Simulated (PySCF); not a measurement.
PySCF 2.14.0 with density-fitted response routines calculation with GFN2-xTB structure and NMR shieldings at PBE0/pcSseg-1/GIAO; non-relativistic, equivalent nuclei averaged, single conformer, no solvent.

Chemical shifts δ = σref − σ; TMS for 1H (σ = 31.72 ppm) and 13C (σ = 186.93 ppm), all at this level. Shifts are as computed. Against solution values, carbons near 30 ppm lie about +3 ppm off and those near 130 ppm about +5 ppm (rms about the fit 2.1 ppm; single classes can miss by 10 ppm). Of 1328 compounds with measured shifts, 309 miss one by over three times the rms of a fit or turn the order of signals round; such compounds aren't used in these exercises. Signals without a measured value on file couldn't be tested in this way; 1H shifts scatter by 0.2 ppm about their fit, and single ones miss by 0.5 ppm.

(1) Order these molecules by the shift of their most deshielded carbon, lowest δ first.
A. C[C@@H]1[C@H](F)[C@@H]1OC(F)F
B. C[C@@H]1OC[C@H]1C(F)(F)F
C. CC#CCC#CC
D. C=C1C=CC=C1C

(2) Order these molecules by the shift of their most shielded carbon, lowest δ first.
A. C=C1C=CC=C1C
B. C[C@@H]1OC[C@H]1C(F)(F)F
C. CC#CCC#CC

(3) How many 13C and 1H signals does each give (equivalence by symmetry and fast rotation, but not about amide C–N or C=N bonds)? `C[C@@H]1[C@H](F)[C@@H]1OC(F)F`, `C=C1C=CC=C1C`, `CC#CCC#CC`, `C[C@@H]1OC[C@H]1C(F)(F)F`

Answers

(1) C (82.5 ppm, alkyne carbon), A (126.1 ppm, sp3 CH bonded to 2 F and O), B (135.4 ppm, CF3 carbon), D (160.8 ppm, fully substituted alkene carbon).

(2) C (4.8 ppm, propargylic methyl carbon), A (14.8 ppm, allylic methyl carbon), B (25.7 ppm, methyl carbon).

(3) C[C@@H]1[C@H](F)[C@@H]1OC(F)F: 5 C, 5 H; C=C1C=CC=C1C: 7 C, 6 H; CC#CCC#CC: 4 C, 2 H; C[C@@H]1OC[C@H]1C(F)(F)F: 5 C, 5 H.
